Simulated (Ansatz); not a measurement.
C7H9FeO4P (`C[P+](C)(C)[Fe-5]([C]#[O+])([C]#[O+])([C]#[O+])[C]#[O+]`). Total charge 0; spin multiplicity 1. All single points use the PBE0-D4/def2-TZVP geometry. It is one conformer, not always the lowest.

```xyz
22

C     1.761    0.836   -0.873
P     0.062    0.280   -0.519
C    -0.382   -0.566   -2.070
C    -0.887    1.829   -0.657
Fe   -0.194   -0.818    1.379
C     0.407    0.649    2.182
O     0.796    1.606    2.673
C    -0.781   -2.229    0.468
O    -1.157   -3.130   -0.125
C    -1.737   -0.700    2.240
O    -2.724   -0.639    2.814
C     1.161   -1.763    2.018
O     2.022   -2.380    2.451
H     1.813    1.392   -1.813
H     2.417   -0.035   -0.930
H     2.114    1.472   -0.060
H    -1.434   -0.854   -2.048
H    -0.207    0.090   -2.925
H     0.216   -1.471   -2.184
H    -0.696    2.332   -1.608
H    -0.618    2.497    0.162
H    -1.952    1.603   -0.573
```

Q: What is the dipole moment at PBE/def2-TZVPP? (Best estimate.)

A: The calculation gave: 5.43 D, with components (0.61, 2.65, -4.70) D in this frame, pointing from negative to positive charge.

Q: And with r2SCAN, B3LYP, ωB97M-V? (Best estimate.)

A: Ansatz gave: r2SCAN 5.58 D, B3LYP 5.41 D, ωB97M-V 5.13 D.

Q: Give the Mulliken charges with PBE, r2SCAN, B3LYP in def2-TZVPP. (Estimate.)

A: The calculation gave: 
| atom | PBE | r2SCAN | B3LYP |
| --- | --- | --- | --- |
| C1 | -0.30 | -0.25 | -0.33 |
| P2 | 0.18 | 0.26 | 0.26 |
| C3 | -0.30 | -0.26 | -0.33 |
| C4 | -0.30 | -0.25 | -0.33 |
| Fe5 | -0.64 | -0.44 | -0.58 |
| C6 | 0.05 | 0.07 | 0.05 |
| O7 | -0.05 | -0.11 | -0.08 |
| C8 | 0.10 | 0.12 | 0.12 |
| O9 | -0.04 | -0.11 | -0.08 |
| C10 | 0.18 | 0.20 | 0.20 |
| O11 | -0.04 | -0.11 | -0.07 |
| C12 | 0.18 | 0.20 | 0.20 |
| O13 | -0.04 | -0.11 | -0.07 |
| H14 | 0.10 | 0.08 | 0.11 |
| H15 | 0.12 | 0.09 | 0.12 |
| H16 | 0.12 | 0.09 | 0.12 |
| H17 | 0.12 | 0.10 | 0.13 |
| H18 | 0.11 | 0.08 | 0.11 |
| H19 | 0.12 | 0.10 | 0.13 |
| H20 | 0.10 | 0.08 | 0.11 |
| H21 | 0.12 | 0.09 | 0.12 |
| H22 | 0.12 | 0.09 | 0.12 |

B3LYP here is the variant with VWN-RPA as its local correlation; programs differ in this.
